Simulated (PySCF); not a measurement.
C₅H₇N₂ (doublet state).
Z-matrix (Å and degrees, GFN2-xTB geometry), rows numbered from 1:
```
C 
N   1  1.3333
C   2  1.3706  1  127.45
C   3  1.3752  2  107.30  1   179.98
C   4  1.4863  3  128.71  2   179.37
C   4  1.4159  3  104.05  2     0.04
N   6  1.3179  4  111.55  3    -0.06
H   1  1.0702  2  118.23  3  -179.96
H   1  1.0709  2  119.38  3     0.10
H   3  1.0707  2  121.40  1     0.07
H   5  1.0908  4  110.33  3  -102.93
H   5  1.0875  4  110.59  3    17.02
H   5  1.0886  4  110.44  3   137.89
H   6  1.0720  4  128.10  3  -179.90
```

The hyperfine couplings belong to this conformer and change with its torsions.

As a line formula: `[CH2]n1cc(C)cn1` [radical].

Method used: UKS B3LYP, pcH-1 on C H N, non-relativistic, mean-field spin-orbit, GIAO (PySCF). Geometry: GFN2-xTB; no solvent, vibrations or thermal averaging. The geometry wasn't refined by DFT: couplings that depend on bond lengths, twists or pyramidal angles can differ widely from those at the functional's own minimum. The SCF solution wasn't tested for stability.

Q: The isotropic 14N couplings are -7.0, +1.2 MHz. Assign them to N2; N7.

A: 
```
site  a_iso (MHz)  ρ(0) (bohr⁻³)         position  distance from C1 (Å)  spin population  largest |T| (MHz)
  N2         -7.0        -0.0215   1 bond from C1                  1.33            -0.03                2.5
  N7         +1.2        +0.0038  2 bonds from C1                  2.34            +0.02                3.7
```

ρ(0) is the spin density at the nucleus and T the dipolar tensor; entries for several nuclei are means. The Mulliken spin populations are largest on C1 (+0.85), C6 (+0.13) and C3 (+0.07). No atom but C1 exceeds +0.15. The angles at C1 add up to 360.0°, so it is planar; its axial dipolar tensor and the negative couplings of its protons fit spin in a p orbital normal to that plane.

Means are taken over nuclei equivalent by connectivity, which assumes that they swap fast. H8 and H9 aren't averaged: C1 is flat or nearly so (angle sum 360°), and its turn about the short C1–N2 bond (1.33 Å) is taken as slow. The three 1H nuclei of mean +5.7 MHz run from 0.8 to 11.3 MHz in the frozen geometry.

The run took 51 s wall (with the writing of density and orbital grids) on one thread, Arm Neoverse V1 (aarch64), on a shared host, and the process peaked at 0.96 GiB of memory.
